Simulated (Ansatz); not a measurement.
Reaction (atomization): `C[SiH]1C=CO1` → 3 C• + 6 H• + O• + Si•

Isolated molecules relaxed with PBE0-D4/def2-TZVP in Ansatz; ΔE leaves out vibrations. CCSD(T)/CBS adds triple-zeta CCSD(T) − MP2 to the extrapolated MP2 energy (def2 sets, frozen cores). This one scheme is used for every species, atoms too. Functionals use def2-TZVPP. B3LYP here is the variant with VWN-RPA as its local correlation; programs differ in this. No spin–orbit coupling; open shells (•) take unrestricted orbitals. Spin–orbit coupling would lower the free atoms: a little for C, O, Si.

```csv
level,ΔE (kJ/mol),difference from CCSD(T)/CBS
PBE-D4,4549.1,101.8
r2SCAN-D4,4469.4,22.1
PBE0-D4,4468.7,21.4
B3LYP-D4,4438.7,-8.6
ωB97X-V,4460.9,13.6
B2PLYP,4402.6,-44.7
PBE,4527.1,79.8
r2SCAN,4464.0,16.7
HF/def2-TZVPP,3251.0,-1196.3
MP2/def2-TZVPP,4421.1,-26.2
CCSD/def2-TZVPP,4260.8,-186.5
HF/def2-QZVPP,3258.0,-1189.3
MP2/def2-QZVPP,4489.4,42.1
HF/CBS(def2),3259.1,-1188.2
MP2/CBS(def2),4535.9,88.6
CCSD/CBS(def2),4375.5,-71.8
CCSD(T)/CBS,4447.3,0
```

Largest T1 diagnostic among the species: 0.013.

The D4 term adds +35.4 kJ/mol with B3LYP and +18.4 kJ/mol with PBE0; it sums over pairs of atoms, weighted by their polarisabilities, and B3LYP, whose exchange is more repulsive, gets the larger term. From PBE to PBE0 (25 % exact exchange), in def2-TZVPP and without D4, ΔE moves by −76.8 kJ/mol: exact exchange takes away binding that semilocal exchange gives to molecules.

For atomizations the MP2-based limit and the directly extrapolated one differ by several kJ/mol either way, and by 10 to 25 for some Ge, Se and Sn compounds, so smaller differences from it don't rank the levels.
